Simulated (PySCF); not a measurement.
## Vertical excitation energies

Species: C6H12O.
Numbering: `[CH3:1]/[CH:2]=[C:3](\[CH3:4])[CH2:5][O:6][CH3:7]` (hydrogens: H8, H9, H10 on C1; H11 on C2; H12, H13, H14 on C4; H15, H16 on C5; H17, H18, H19 on C7)

Method: TDDFT wB97X-D/def2-SVPD, vertical, gas phase, core orbitals frozen in the response in PySCF 2.14.0, density-fitted response routines. Isolated species at its PBE0-D3(BJ)/def2-SVP geometry (one conformer only). Torsions of this conformer, `[CH3:1]/[CH:2]=[C:3](\[CH3:4])[CH2:5][O:6][CH3:7]`: C2–C3–C5–O6 -127°, C3–C5–O6–C7 69°.

| state | λ (nm) | E (eV) | f | main configurations (H = HOMO, L = LUMO) |
| --- | --- | --- | --- | --- |
| S1 | 178.6 | 6.94 | 0.017 | H→L+1 (51%), H→L (31%) |
| S2 | 177.4 | 6.99 | 0.0064 | H-1→L (74%), H-1→L+1 (10%), H→L+1 (8%) |
| S3 | 175.3 | 7.07 | 0.445 | H→L (62%), H→L+1 (29%) |
| S4 | 163.8 | 7.57 | 0.033 | H-1→L+1 (64%), H-1→L+2 (19%), H-1→L (8%) |
| S5 | 159.3 | 7.78 | 0.012 | H→L+3 (51%), H→L+2 (37%) |
| S6 | 152.6 | 8.12 | 0.0055 | H→L+2 (33%), H→L+3 (30%), H→L+4 (24%) |
| S7 | 149.2 | 8.31 | 0.0076 | H-2→L (40%), H→L+6 (12%), H-3→L (10%) |
| S8 | 148.4 | 8.35 | 0.037 | H→L+4 (30%), H→L+6 (22%), H-2→L (12%) |
| S9 | 146.0 | 8.49 | 0.0089 | H-2→L (22%), H-3→L (19%), H→L+6 (9%) |
| S10 | 145.0 | 8.55 | 0.015 | H→L+6 (23%), H→L+4 (15%), H→L+5 (12%) |

Triplets, Tamm–Dancoff:

| state | E (eV) | λ (nm) | main configurations (H = HOMO, L = LUMO) |
| --- | --- | --- | --- |
| T1 | 4.36 | 284.3 | H→L (68%), H→L+1 (21%) |
| T2 | 6.75 | 183.6 | H-1→L (75%), H-1→L+1 (13%) |
| T3 | 6.94 | 178.8 | H→L+1 (66%), H→L (20%) |
| T4 | 7.50 | 165.3 | H-1→L+1 (59%), H-1→L+2 (20%), H-1→L (10%) |

The lowest singlet comes at 179 nm (670 kJ/mol) in the vacuum ultraviolet; it is weak; its leading configuration is HOMO→LUMO+1 (51%). The most intense listed level is S3 at 7.07 eV (175 nm, f = 0.445), 0.13 eV above S1. Löwdin shares by element: HOMO carbon 79% or more (atoms not listed hold the other 21%); LUMO carbon 59% or more (atoms not listed hold the other 41%). The listed states span 1.61 eV, and the widest gap between neighbours is 0.50 eV (S3 to S4). Of the 10 states listed, 6 reach f = 0.01 and none stays under 0.0005. Orbital energies (eV): HOMO-3 -11.55, HOMO-2 -10.78, HOMO-1 -9.36, HOMO -8.77, LUMO 2.14, LUMO+1 2.28, LUMO+2 2.91. No computed singlet lies in the visible range (380 to 750 nm); the lowest, at 179 nm, stands 3.68 eV above its violet end (3.26 eV). The vertical ionisation energy (ΔSCF) is 8.93 eV, 0.38 eV above S10. The window holds the lowest 10 singlets.
